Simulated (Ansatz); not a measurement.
Program: Ansatz. Geometries: PBE0-D4/def2-TZVP. ΔE: electronic, gas phase. CCSD(T)/CBS is the MP2 limit (def2-TZVPP, def2-QZVPP) plus CCSD(T) − MP2 in def2-TZVPP, frozen cores. This one scheme is used for every species. DFT in def2-TZVPP. B3LYP here is the variant with VWN-RPA as its local correlation; programs differ in this. Each species was taken in one conformer, which may not be the lowest.

Consider the formal exchange of groups at a B–C bond: `COCBC=N` + BH₃ → `BBCOC` + `C=N`.

`COCBC=N`:

Z-matrix (Å, degrees):
```
C
O 1 1.400
H 1 1.090 2 107.8
H 1 1.099 2 111.5 3 -119.5
H 1 1.099 2 111.5 3 119.5
C 2 1.405 1 112.8 3 -180.0
B 6 1.552 2 114.2 1 180.0
H 6 1.108 2 111.1 1 -57.5
H 6 1.108 2 111.1 1 57.4
C 7 1.566 6 122.9 2 0.2
H 7 1.195 6 118.4 2 -179.9
N 10 1.278 7 118.8 6 179.3
H 10 1.098 7 119.8 6 -0.6
H 12 1.024 10 111.0 7 -179.9
```

BH₃:

Cartesian coordinates in Å:
```
B 0.000 0.000 0.000
H 0.955 0.702 -0.142
H -1.093 0.478 0.034
H 0.138 -1.180 0.109
```

`BBCOC`:

```xyz
13

B    -2.480    1.209    0.422
B    -1.044    0.904   -0.306
C     0.044   -0.126    0.121
O     1.170   -0.146   -0.719
C     2.127   -1.081   -0.308
H    -3.490    0.646    0.100
H    -2.603    2.064    1.256
H    -0.823    1.566   -1.290
H     0.340    0.088    1.167
H    -0.422   -1.129    0.174
H     2.961   -1.032   -1.010
H     2.499   -0.862    0.703
H     1.721   -2.103   -0.309
```

`C=N`:

Z-matrix (Å, degrees):
```
C
N 1 1.261
H 1 1.096 2 124.9
H 1 1.092 2 118.8 3 -180.0
H 2 1.021 1 111.0 3 -0.0
```

| level | ΔE (kJ/mol) | difference from CCSD(T)/CBS |
| --- | --- | --- |
| PBE-D4 | -4.8 | -16.9 |
| r2SCAN-D4 | -0.8 | -12.9 |
| PBE0-D4 | 0.7 | -11.4 |
| B3LYP-D4 | 6.7 | -5.4 |
| ωB97X-V | 7.5 | -4.6 |
| ωB97M-V | 9.5 | -2.6 |
| B2PLYP | 9.9 | -2.2 |
| PBE | -6.9 | -19.0 |
| r2SCAN | -1.6 | -13.7 |
| PBE0 | -1.2 | -13.3 |
| B3LYP | 3.5 | -8.6 |
| HF/def2-TZVPP | 17.9 | 5.8 |
| MP2/def2-TZVPP | 17.9 | 5.8 |
| SCS-MP2/def2-TZVPP | 19.0 | 6.9 |
| CCSD/def2-TZVPP | 12.5 | 0.4 |
| CCSD(T)/def2-TZVPP | 13.2 | 1.1 |
| HF/def2-QZVPP | 17.8 | 5.7 |
| MP2/def2-QZVPP | 17.2 | 5.1 |
| SCS-MP2/def2-QZVPP | 18.2 | 6.1 |
| HF/CBS(def2) | 17.8 | 5.7 |
| MP2/CBS(def2) | 16.7 | 4.6 |
| CCSD/CBS(def2) | 11.4 | -0.7 |
| CCSD(T)/CBS | 12.1 | 0 |

Largest T1 diagnostic among the species: 0.012.

The D4 term adds +3.2 kJ/mol with B3LYP and +1.9 kJ/mol with PBE0; it sums over pairs of atoms, weighted by their polarisabilities, and B3LYP, whose exchange is more repulsive, gets the larger term. From PBE to PBE0 (25 % exact exchange), in def2-TZVPP and without D4, ΔE moves by +5.8 kJ/mol.
